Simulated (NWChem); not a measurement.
System: SnH, doublet; SMILES [SnH]

Here is an NWChem input.

```
start job
memory heap 200 mb stack 900 mb global 1100 mb
geometry units angstroms noautosym nocenter noautoz
  Sn     0.000000     0.000000    -0.006922
  H      0.000000     0.000000     1.743850
end
basis spherical
  * library def2-svp
end
ecp
  Sn library def2-ecp
end
dft
  odft
  mult 2
  xc b3lyp
  iterations 150
end
tddft
  cis
  nroots 8
end
task tddft energy
```

NWChem printed, in part:

```
             Northwest Computational Chemistry Package (NWChem) 7.3.0
             --------------------------------------------------------

                             Geometry "geometry" -> ""
                             -------------------------

 Output coordinates in angstroms (scale by  1.889725989 to convert to a.u.)

  No.       Tag          Charge          X              Y              Z
 ---- ---------------- ---------- -------------- -------------- --------------
    1 Sn                  50.0000     0.00000000     0.00000000    -0.00692200
    2 H                    1.0000     0.00000000     0.00000000     1.74385000

 Effective nuclear repulsion energy (a.u.)      15.1126831192

                                 NWChem DFT Module
                                 -----------------

 Summary of "ao basis" -> "ao basis" (spherical)
 ------------------------------------------------------------------------------
       Tag                 Description            Shells   Functions and Types
 ---------------- ------------------------------  ------  ---------------------
 Sn                         def2-svp                10       26   4s4p2d
 H                          def2-svp                 3        5   2s1p

            General Information
            -------------------
          SCF calculation type: DFT
          Wavefunction type:  spin polarized.
          No. of atoms     :     2
          No. of electrons :    23
           Alpha electrons :    12
            Beta electrons :    11
          Charge           :     0
          Spin multiplicity:     2
          Use of symmetry is: off; symmetry adaption is: off
          Maximum number of iterations: 150
          AO basis - number of functions:    31
                     number of shells:    13
          Convergence on energy requested:  1.00D-06
          Convergence on density requested:  1.00D-05
          Convergence on gradient requested:  5.00D-04

              XC Information
              --------------
                         B3LYP Method XC Potential
                     Hartree-Fock (Exact) Exchange  0.200
                        Slater Exchange Functional  0.800 local
                    Becke 1988 Exchange Functional  0.720 non-local
              Lee-Yang-Parr Correlation Functional  0.810
                  VWN I RPA Correlation Functional  0.190 local

[...]

                                NWChem TDDFT Module
                                -------------------

            General Information
            -------------------
           No. of orbitals :      62
            Alpha orbitals :      31
             Beta orbitals :      31
        Alpha frozen cores :       0
         Beta frozen cores :       0
     Alpha frozen virtuals :       0
      Beta frozen virtuals :       0
         Spin multiplicity :       2
    Number of AO functions :      31
        Use of symmetry is : off
      Symmetry adaption is : off
         Schwarz screening :  0.10D-07

              XC Information
              --------------
                  B3LYP Method XC Potential
              Hartree-Fock (Exact) Exchange   0.20
                 Slater Exchange Functional   0.80 local
             Becke 1988 Exchange Functional   0.72 non-local
       Lee-Yang-Parr Correlation Functional   0.81
           VWN I RPA Correlation Functional   0.19 local

             TDDFT Information
             -----------------
          Calculation type : Tamm-Dancoff TDDFT
         Wavefunction type : Unrestricted
          No. of electrons :      23
           Alpha electrons :      12
            Beta electrons :      11
              No. of roots :       8
          Max subspacesize :    5600
            Max iterations :     100
               Target root :       1
           Target symmetry : none
      Symmetry restriction : off
                 Algorithm : Optimal
        Davidson threshold :  0.10D-03

    8 smallest eigenvalue differences (eV)
--------------------------------------------------------
  No. Spin  Occ  Vir  Irrep   E(Occ)    E(Vir)   E(Diff)
--------------------------------------------------------
    1    1   12   13 a        -0.170    -0.120     1.370
    2    1   11   13 a        -0.261    -0.120     3.847
    3    2   11   12 a        -0.254    -0.112     3.874
    4    2   11   13 a        -0.254    -0.084     4.624
    5    1   12   14 a        -0.170     0.035     5.582
    6    2   11   14 a        -0.254     0.041     8.038
    7    1   11   14 a        -0.261     0.035     8.059
    8    1   12   15 a        -0.170     0.136     8.336
--------------------------------------------------------

  Entering Davidson iterations
  Unrestricted

  Iter   NTrls   NConv    DeltaV     DeltaE      Time
  ----  ------  ------  ---------  ---------  ---------
    1      8       0     0.97E-01   0.10+100        1.7
    2     16       0     0.20E-01   0.24E-01        2.1
    3     24       1     0.96E-01   0.40E-01        1.7
    4     31       5     0.53E-02   0.21E-01        1.4
    5     34       7     0.87E-03   0.78E-04        0.9
    6     35       7     0.16E-03   0.73E-06        0.7
    7     36       8     0.49E-04   0.76E-08        0.7
  ----  ------  ------  ---------  ---------  ---------
  Convergence criterion met

  Ground state a        -214.922469670817 a.u.
  <S2> =   0.7520

  ----------------------------------------------------------------------------
  Root   1         a              0.000274955 a.u.                0.0075 eV
  <S2> =   0.7530
  ----------------------------------------------------------------------------
     Transition Moments    X  0.00000   Y  0.00000   Z -0.00000
     Dipole Oscillator Strength                    0.0000000000
     Electric Quadrupole                           0.0000000000
     Magnetic Dipole                               0.0000000024
     Total Oscillator Strength                     0.0000000024

[...]
```

Level: B3LYP/def2-SVP with def2 effective core potentials on Sn, spin-unrestricted, TDA. The state is orbitally degenerate and is run as one real component. Geometry: optimised at PBE0/def2-SVP, spin-unrestricted. No stability test was run on the SCF state. def2 effective core potentials on Sn; no spin-orbit coupling.
